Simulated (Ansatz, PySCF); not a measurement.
Energy landscape of H6Ge2, singlet: internal rotation, threefold axis kept, other coordinates relaxed. Scanned: torsion (0 = eclipsed). Other coordinates (Ge-Ge length, H-Ge-Ge angle, H-Ge-Ge angle, Ge-H length, Ge-H length) were minimised at B3LYP/def2-TZVP.

- RKS-PBE/cc-pVDZ = restricted PBE/cc-pVDZ run with Ansatz (a quantum-chemistry and plane-wave program)
- wB97X-V/cc-pVDZ (PySCF)
- CCSD(T) on RHF/cc-pVDZ, 18 core orbitals frozen (PySCF)

Energies relative to the lowest point of each profile, in kJ/mol; the last columns give the difference from CCSD(T):

```csv
at / °,RKS-PBE/cc-pVDZ,wB97X-V,CCSD(T),RKS-PBE/cc-pVDZ − CCSD(T),wB97X-V − CCSD(T)
0,2.60,2.84,2.97,-0.36,-0.12
10,2.43,2.67,2.77,-0.34,-0.10
20,1.96,2.18,2.24,-0.28,-0.06
30,1.29,1.45,1.49,-0.20,-0.05
40,0.68,0.73,0.75,-0.07,-0.02
50,0.15,0.19,0.20,-0.05,-0.01
60,0.00,0.00,0.00,0.00,0.00
```

RKS-PBE/cc-pVDZ is furthest from CCSD(T) at 0 (-0.36 kJ/mol, below); its mean absolute difference over the points is 0.19 kJ/mol.

wB97X-V is furthest from CCSD(T) at 0 (-0.12 kJ/mol, below); its mean absolute difference over the points is 0.05 kJ/mol.
